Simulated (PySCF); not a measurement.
Vibration and rotation of GeAs⁺

UHF constants of GeAs⁺, ³Σ⁻ (triplet), unpaired electrons π ↑↑ (Ge def2-TZVPPD, As def2-TZVPPD; no relativity (PySCF 2.14); masses 73.9212 and 74.9216 u):

```
ωe             : 286.6 cm⁻¹
ωexe           : 1.11 cm⁻¹
Be             : 0.078421 cm⁻¹
αe             : 0.000317 cm⁻¹
De to Ge⁺ + As : 1.21 eV
```

Task: What force constant and bond length do these constants imply?

Result: Reduced mass μred = 37.209 u; k = 5.8918×10⁻⁷·μred·ωe² (u, cm⁻¹, mdyn/Å) = 1.80 mdyn/Å; Re = √(16.8576/(μred·Be)) (u, cm⁻¹, Å) = 2.404 Å.

Task: Estimate the centrifugal constant D from the Kratzer relation and find the Dunham coefficient a1.

Result: D = 4Be³/ωe² = 2.35e-08 cm⁻¹; a1 = −1 − αeωe/(6Be²) = -3.46.

Spin–orbit coupling is left out. For an ion De counts to the pair picked by the measured ionisation energies or electron affinities, which need not be the lowest pair at this level. Hartree–Fock leaves out correlation, which carries a large part of most bond energies and some tenths to 1 eV of ionisation energies. The state is the lowest determinant that a PBE0 search found; another state may lie lower at other levels.
